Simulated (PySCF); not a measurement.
An unknown gives this computed stick spectrum. The calculation used PySCF, TDDFT CAM-B3LYP/def2-SVPD, vertical, gas phase, core orbitals frozen in the response. Geometries: GFN2-xTB, one conformer each.

```
state  ν̃ (cm⁻¹)       f  main configurations (H = HOMO, L = LUMO)
   S1      34430  0.0027                               H-1→L (86%)
   S2      37030   0.212                                 H→L (92%)
   S3      37390  0.0005                               H→L+2 (89%)
   S4      39800  0.0045              H-1→L+1 (80%), H-2→L+1 (18%)
   S5      40550  0.0015                H-2→L (69%), H-1→L+3 (23%)
   S6      42060   0.086                  H→L+1 (68%), H-3→L (15%)
   S7      48250   0.065   H-3→L (36%), H-1→L+2 (31%), H-4→L (10%)
   S8      49800   0.164     H→L+3 (34%), H-3→L (27%), H→L+1 (18%)
```

Triplets computed (Tamm–Dancoff): 2.66, 3.85, 4.16 eV.

Question: Which structure fits? All have the formula C7H6NP.
A. `C=C=Pc1cccnc1`
B. `Cc1ccpcc1C#N`
C. `N#Cc1cpcc(C)c1`

Answer: A. Its S1, at 4.27 eV, is the lowest among the candidates; the nearest of the others has S1 at 4.53 eV. S1 is HOMO-1→LUMO (86%). Löwdin shares by element: HOMO carbon 47% or more, phosphorus 23% (atoms not listed hold the other 30%); LUMO carbon 42% or more, phosphorus 26% (atoms not listed hold the other 32%). At the same level the other candidates give, for their lowest levels:
- `Cc1cpcc(C#N)c1`: 4.60 eV (f 0.015); 5.06 eV (f 0.016); 5.10 eV (f 0.050); 5.45 eV (f 0.004); 5.79 eV (f 0.481); T1 3.16 eV; HOMO -8.80, LUMO -1.14 eV
- `Cc1ccpcc1C#N`: 4.53 eV (f 0.039); 5.04 eV (f 0.100); 5.15 eV (f 0.010); 5.39 eV (f 0.009); 5.87 eV (f 0.511); T1 3.11 eV; HOMO -8.57, LUMO -1.08 eV

Shape of the structure used: `[CH2:1]=[C:2]=[P:3][c:4]1[cH:5][cH:6][cH:7][n:8][cH:9]1`: C2–P3–C4–C5 180°.
